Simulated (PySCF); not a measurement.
Level of theory: PBE0 in PySCF with In def2-TZVP with ECP28, F def2-TZVP; scalar-relativistic core potentials, no spin–orbit coupling; density-fitted integrals.

Each entry is the lowest minimum that a search over a few typed start shapes (and spin states, where more than one is plausible) found, or that minimum re-optimised at the stated level; isomers with ligand–ligand bonds, or fragments after loss of a ligand pair, can lie lower. Open shells are unrestricted.

InF₂ is a doublet of C2v symmetry with In–F 1.957 Å (×2); F–In–F 116.5°. Its wavenumbers are 125, 554, 572 cm⁻¹.

**Question.** What changes when one electron is removed, giving InF₂⁺?

**Answer.** It costs 9.00 eV between the minima (9.03 eV with zero-point energy). InF₂⁺ is a singlet of D∞h symmetry with In–F 1.842 Å (×2); F–In–F 180.0°; wavenumbers 147 (×2), 659, 784 cm⁻¹.
